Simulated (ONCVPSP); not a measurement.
Transferability test, ONCV potential for Be

ONCVPSP 4.0.1 input, shortened (lines: element, Z, core and valence counts, functional; n l f; lmax; l rc ep ncon nbas qcut; lloc lpopt rc5 dvloc0; l nproj debl; icmod fcfact rcfact), PBEsol, scalar-relativistic:

```
  Be 4.00    1    1  -116133      upf
    1    0    2.00
    2    0    1.00
    2
    0    1.65    0.00    4    9    4.80
    1    1.80    0.18    3    6    4.50
    2    1.65    0.33    4    7    5.60
    0    5    1.65    0.00
    0    0    3.50
    1    2    3.90
    2    2    2.70
    3    5.00    1.20
```

In the p channel the program set the typed energies aside and used 0.050, 3.950 Ha.

Energies are relative to the spin-unpolarised reference configuration 2s1; without spin polarisation the order of configurations can differ from experiment.

| valence configuration | charge | ΔE all-electron (eV) | error AE − PS (meV) |
| --- | --- | --- | --- |
| 2s2 | 0 | -9.458 | +7.6 |
| 2s1.5 | +0.5 | -5.736 | +3.1 |

What are ΔE and the potential's error for 2s0 2p1?

ΔE = 3.907 eV all-electron; the error (AE − PS) is -1.6 meV.

What are ΔE and the potential's error for 2s1 2p1?

ΔE = -5.864 eV all-electron; the error (AE − PS) is +7.7 meV.
